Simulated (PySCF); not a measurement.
# Shapes and spin states of OsCl₃

Method: PBE in PySCF with Os def2-SVP with ECP60, Cl def2-SVP; scalar-relativistic core potentials, no spin–orbit coupling; density-fitted integrals.

Relaxations began from a few typed shapes and spin states; open shells are unrestricted. The search is not exhaustive: other isomers or separated fragments can lie lower, and high-lying points may rest on an excited occupation.

Task: Which is the lowest minimum found?
A. broken-symmetry Ms = 1/2 (⟨S²⟩ 1.51) C2v: Os–Cl 2.214 Å (×3); Cl–Os–Cl 102.9°, Cl–Os–Cl 128.5° (×2)
B. sextet C2v: Os–Cl 2.298 Å (×2), Os–Cl 2.345 Å; Cl–Os–Cl 111.0° (×2), Cl–Os–Cl 138.1°
C. quartet C2v: Os–Cl 2.229 Å (×2), Os–Cl 2.240 Å; Cl–Os–Cl 96.1°, Cl–Os–Cl 132.0° (×2)
D. quartet C2v: Os–Cl 2.201 Å, Os–Cl 2.251 Å (×2); Cl–Os–Cl 105.8° (×2), Cl–Os–Cl 148.4°
E. doublet (⟨S²⟩ 1.19) Cs: Os–Cl 2.200 Å, Os–Cl 2.215 Å (×2); Cl–Os–Cl 111.5°, Cl–Os–Cl 124.2° (×2)
F. sextet D3h: Os–Cl 2.314 Å (×3); Cl–Os–Cl 120.0° (×3)

Result: C. The others lie at 0.7 (quartet C2v, a saddle point), 35.6 (broken-symmetry Ms = 1/2 C2v), 42.2 (doublet Cs), 68.1 (sextet D3h), 68.1 (sextet C2v) kJ/mol above it.

Formally Os is in oxidation state +3, d5, with 3 unpaired electrons (the high-spin count would be 5). The Mulliken spin on Os is 2.33. The polar-tensor charge on Os, 0.91, is far below the formal one.

For the lowest minimum: other spin states or occupations of the open shell can lie lower. Spin–orbit coupling, left out here, can matter for elements this heavy.

The electron or spin density has lower symmetry than the nuclear frame for the broken-symmetry Ms = 1/2 (⟨S²⟩ 1.51) C2v at 35.6 kJ/mol.
